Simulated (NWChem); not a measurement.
Correlation energy of hydrogen telluride (H2Te)

```
Te
H 1 1.6801
H 1 1.6801 2 89.66
```
Charge 0, spin multiplicity 1.

Program: NWChem. All single points use one geometry, from PBE/def2-SVP with def2 effective core potentials on Te, a minimum by its harmonic frequencies.

Basis set: def2-SVP. Each correlation energy counts from its own Hartree-Fock reference.

Effective core potentials replace the inner electrons of Te; spin-orbit coupling is left out. The correlated methods keep 4 core orbitals frozen. Coupled-cluster values serve here as a point of comparison, not as the truth.

Question: Order these methods by the correlation energy they give, lowest first: CCSD, SCS-MP2, CCSD+T(CCSD).

Answer: CCSD+T(CCSD) (-155.4 mHa), CCSD (-151.9 mHa), SCS-MP2 (-131.5 mHa)
